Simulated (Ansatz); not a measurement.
Mulliken charges of H4S3Si (`S[SiH](S)S`) from PBE/def2-TZVPP in Ansatz (PBE0-D4/def2-TZVP geometry).

| atom | x (Å) | y (Å) | z (Å) | charge (e) |
| --- | --- | --- | --- | --- |
| S1 | -0.544 | 1.777 | -1.229 | -0.226 |
| Si2 | 0.100 | 0.183 | 0.018 | 0.374 |
| S3 | 2.045 | -0.262 | -0.733 | -0.223 |
| S4 | -1.378 | -1.348 | -0.143 | -0.229 |
| H5 | -1.843 | 1.617 | -0.921 | 0.124 |
| H6 | 0.242 | 0.524 | 1.454 | -0.048 |
| H7 | 2.510 | -0.628 | 0.474 | 0.115 |
| H8 | -1.039 | -1.920 | 1.025 | 0.114 |

Problem. By hand: the dipole of these point charges (1 e Å = 4.8032 D).

Solution. Σ q r = (-0.050, -0.082, 0.468) e Å, of length 0.478 e Å = 2.30 D.

Problem. How does the dipole of the full density compare? (Estimate.)

Solution. Ansatz gave: (-0.045, -0.099, 0.384) e Å, 1.92 D; the point charges give 1.20 times that, at 5° from its direction.

Point charges leave out the atoms' own dipoles, such as those of lone pairs, and Mulliken's split depends on the basis, so the two needn't agree.
